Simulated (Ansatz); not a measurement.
The same ligand exchange along the group F, Cl, Br.

Gas-phase electronic energies from Ansatz, PBE0-D4/def2-TZVP geometries. CBS: MP2 limit from def2 TZ/QZ plus the TZ coupled-cluster correction, frozen cores. This one scheme is used for every species. DFT in def2-TZVPP. For Br outer-core shells are correlated without core-valence functions, which leaves a few kJ/mol of doubt a bond. Scalar relativity is left out up to krypton. One conformer a species, not always the lowest.

```tsv
reaction	CCSD(T)/CBS(def2) (kJ/mol)
`N[Si]F` + `[SiH3]N[SiH3]` → `F[Si]N([SiH3])[SiH3]` + NH₃	-6
`N[Si]Cl` + `[SiH3]N[SiH3]` → `[SiH3]N([SiH3])[Si]Cl` + NH₃	?
`N[Si]Br` + `[SiH3]N[SiH3]` → `[SiH3]N([SiH3])[Si]Br` + NH₃	-4
```

(1) Fill in the missing values. (An estimate is asked.)

Largest T1 diagnostic: 0.014, for `F[Si]N([SiH3])[SiH3]`.

Results:

(1) Ansatz gave: `N[Si]Cl` + `[SiH3]N[SiH3]` → `[SiH3]N([SiH3])[Si]Cl` + NH₃: -3.2 kJ/mol.
